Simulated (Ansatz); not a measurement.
Ideal-gas functions of BH₃OS₂ (`OB(S)S`) at 298.15 K and 1 bar, from an Ansatz frequency run at PBE0-D4/def2-TZVP.

Molar mass 93.97 g/mol, point group Cs (symmetry number 1), electronic degeneracy 1, moments of inertia 76.674, 164.766, 241.44 u Å². Harmonic wavenumbers (cm⁻¹, unscaled): 182, 227, 332, 346, 467, 504, 527, 786, 844, 892, 1130, 1354, 2698, 2724, 3903.

Use S(trans) = R[1.5 ln M + 2.5 ln T − 1.1517]; rotational temperatures θ = 24.2544 K / I; S(rot) = R[ln(√π/σ · √(T³/θAθBθC)) + 1.5]; for each mode x = 1.438777 ν̃/T, S = R[x/(eˣ − 1) − ln(1 − e⁻ˣ)] and H = RT x/(eˣ − 1); 1 cm⁻¹ = 0.0119627 kJ/mol; R = 8.31446 J/(mol·K).

By hand: the entropy, in J/(mol·K).

Translation 165.5. Rotation: θ = 0.3163, 0.1472, 0.1005 K, giving 110.6. Vibration, mode by mode: 9.66, 7.96, 5.23, 4.96, 3.12, 2.71, 2.49, 0.92, 0.73, 0.60, 0.23, 0.09, 0.00, 0.00, 0.00, in all 38.7. Electronic 0.0. Sum 314.8 J/(mol·K).

By hand: H − E and G − E in kJ/mol, counted from the electronic energy.

Zero-point energy ½ × 16916 × 0.0119627 = 101.2; thermal vibration 7.3; translation, rotation and pV give 4 RT = 9.9. H − E = 118.4 kJ/mol, and G − E = 118.4 − 298.15 × 314.8/1000 = 24.5 kJ/mol.

Vibration gives 12 % of the entropy. The sum counts one conformer and one mirror image; others add a mixing term.
